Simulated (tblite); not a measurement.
Species: C4H8F2O.
Numbering: `[CH3:1][C:2]([CH3:3])([F:4])[O:5][CH2:6][F:7]` (hydrogens: H8, H9, H10 on C1; H11, H12, H13 on C3; H14, H15 on C6)

Computed with GFN2-xTB (tblite), gas phase: Langevin dynamics at 300 K from the optimised GFN2-xTB geometry, time step 0.5 fs, friction 0.01 fs⁻¹, 2000 steps. The instantaneous temperature is 2·E(kin)/(3Nk) with all 3N coordinates.

| t (fs) | T (K) | E(pot) above start (eV) | C1–C2 (Å) | C2–C3 (Å) | C2–F4 (Å) | C2–O5 (Å) | O5–C6 (Å) | C1–H8 (Å) | C1–C2–O5–C6 (°) |
| --- | --- | --- | --- | --- | --- | --- | --- | --- | --- |
| 0 | 239 | 0.000 | 1.522 | 1.521 | 1.398 | 1.403 | 1.373 | 1.086 | 58 |
| 25 | 177 | 0.264 | 1.514 | 1.539 | 1.412 | 1.419 | 1.382 | 1.087 | 58 |
| 50 | 236 | 0.304 | 1.531 | 1.555 | 1.387 | 1.373 | 1.390 | 1.063 | 47 |
| 75 | 185 | 0.586 | 1.521 | 1.574 | 1.395 | 1.419 | 1.373 | 1.111 | 57 |
| 100 | 196 | 0.476 | 1.500 | 1.565 | 1.416 | 1.352 | 1.360 | 1.101 | 50 |
| 125 | 278 | 0.348 | 1.526 | 1.573 | 1.364 | 1.378 | 1.362 | 1.061 | 63 |
| 150 | 253 | 0.339 | 1.536 | 1.563 | 1.423 | 1.381 | 1.404 | 1.104 | 56 |
| 175 | 266 | 0.246 | 1.557 | 1.477 | 1.390 | 1.384 | 1.396 | 1.118 | 57 |
| 200 | 211 | 0.465 | 1.585 | 1.508 | 1.412 | 1.424 | 1.365 | 1.051 | 69 |
| 225 | 249 | 0.478 | 1.568 | 1.467 | 1.428 | 1.405 | 1.362 | 1.059 | 55 |
| 250 | 299 | 0.430 | 1.510 | 1.457 | 1.382 | 1.429 | 1.359 | 1.108 | 61 |
| 275 | 232 | 0.518 | 1.494 | 1.576 | 1.447 | 1.439 | 1.341 | 1.115 | 60 |
| 300 | 225 | 0.478 | 1.483 | 1.556 | 1.413 | 1.373 | 1.381 | 1.116 | 60 |
| 325 | 221 | 0.622 | 1.530 | 1.551 | 1.389 | 1.437 | 1.399 | 1.089 | 69 |
| 350 | 297 | 0.310 | 1.512 | 1.549 | 1.400 | 1.387 | 1.353 | 1.064 | 50 |
| 375 | 229 | 0.484 | 1.553 | 1.553 | 1.384 | 1.434 | 1.374 | 1.053 | 47 |
| 400 | 270 | 0.549 | 1.562 | 1.503 | 1.386 | 1.393 | 1.373 | 1.121 | 45 |
| 425 | 310 | 0.543 | 1.550 | 1.524 | 1.422 | 1.409 | 1.341 | 1.080 | 42 |
| 450 | 427 | 0.469 | 1.574 | 1.509 | 1.398 | 1.391 | 1.378 | 1.035 | 64 |
| 475 | 293 | 0.661 | 1.584 | 1.500 | 1.431 | 1.380 | 1.413 | 1.118 | 68 |
| 500 | 304 | 0.576 | 1.496 | 1.495 | 1.411 | 1.476 | 1.389 | 1.115 | 77 |
| 525 | 310 | 0.725 | 1.492 | 1.543 | 1.398 | 1.450 | 1.370 | 1.063 | 72 |
| 550 | 345 | 0.704 | 1.566 | 1.576 | 1.388 | 1.350 | 1.354 | 1.066 | 85 |
| 575 | 340 | 0.685 | 1.522 | 1.535 | 1.383 | 1.440 | 1.411 | 1.116 | 97 |
| 600 | 398 | 0.657 | 1.494 | 1.488 | 1.434 | 1.440 | 1.449 | 1.095 | 76 |
| 625 | 334 | 0.911 | 1.553 | 1.565 | 1.367 | 1.421 | 1.352 | 1.100 | 67 |
| 650 | 297 | 0.550 | 1.545 | 1.470 | 1.407 | 1.405 | 1.344 | 1.097 | 66 |
| 675 | 298 | 0.432 | 1.547 | 1.493 | 1.390 | 1.457 | 1.376 | 1.074 | 44 |
| 700 | 332 | 0.485 | 1.513 | 1.510 | 1.415 | 1.433 | 1.357 | 1.104 | 48 |
| 725 | 327 | 0.533 | 1.531 | 1.533 | 1.445 | 1.342 | 1.385 | 1.099 | 41 |
| 750 | 275 | 0.688 | 1.517 | 1.528 | 1.348 | 1.411 | 1.475 | 1.072 | 50 |
| 775 | 354 | 0.444 | 1.519 | 1.512 | 1.404 | 1.383 | 1.390 | 1.145 | 59 |
| 800 | 233 | 0.529 | 1.580 | 1.562 | 1.370 | 1.426 | 1.360 | 1.094 | 60 |
| 825 | 224 | 0.421 | 1.537 | 1.483 | 1.348 | 1.461 | 1.347 | 1.054 | 65 |
| 850 | 311 | 0.465 | 1.505 | 1.499 | 1.481 | 1.440 | 1.340 | 1.064 | 61 |
| 875 | 295 | 0.550 | 1.495 | 1.552 | 1.332 | 1.432 | 1.345 | 1.121 | 67 |
| 900 | 277 | 0.757 | 1.513 | 1.540 | 1.479 | 1.430 | 1.418 | 1.098 | 60 |
| 925 | 347 | 0.650 | 1.474 | 1.525 | 1.419 | 1.424 | 1.393 | 1.043 | 57 |
| 950 | 342 | 0.536 | 1.564 | 1.557 | 1.355 | 1.419 | 1.376 | 1.085 | 65 |
| 975 | 320 | 0.398 | 1.574 | 1.562 | 1.389 | 1.370 | 1.401 | 1.126 | 53 |
| 1000 | 294 | 0.327 | 1.525 | 1.508 | 1.382 | 1.383 | 1.388 | 1.083 | 49 |

Task: From 500 fs on, how do temperature and potential energy compare with equipartition?

Result: The mean temperature of these 21 frames is 312 K against the target 300 K, and the mean potential energy 0.57 eV against 39 × kT/2 = 0.50 eV for 39 classical harmonic modes. For 15 atoms in a canonical ensemble the temperature itself scatters by T·√(2/(3N)) = 63 K; here its standard deviation is 39 K. The whole run lasts only 10 friction times of 100 fs, so these averages carry a wide statistical error.

Task: What are the kinetic and total energies of the listed frame with the highest potential energy?

Result: The one at 625 fs, 0.911 eV above the start. Its kinetic energy is 3NkT/2 = 0.647 eV at 334 K, so the sum is 1.56 eV; over the listed frames the sum runs from 0.46 to 1.56 eV, since the thermostat adds and removes energy.

Task: How much do the listed bonds fluctuate from 500 fs on?

Result: 
| bond | at the start (Å) | mean (Å) | standard deviation (Å) |
| --- | --- | --- | --- |
| C1–C2 | 1.522 | 1.527 | 0.029 |
| C2–C3 | 1.521 | 1.526 | 0.030 |
| C2–F4 | 1.398 | 1.397 | 0.039 |
| C2–O5 | 1.403 | 1.419 | 0.035 |
| O5–C6 | 1.373 | 1.382 | 0.034 |
| C1–H8 | 1.086 | 1.091 | 0.025 |

The motion is classical and holds no zero-point motion.

The cost below is that of the whole dynamics run. Hardware: one thread, Arm Neoverse V1 (aarch64), shared host with 32 logical CPUs at a one-minute load of 14. Cost: 9.5 s wall, 0.18 GiB resident at most.
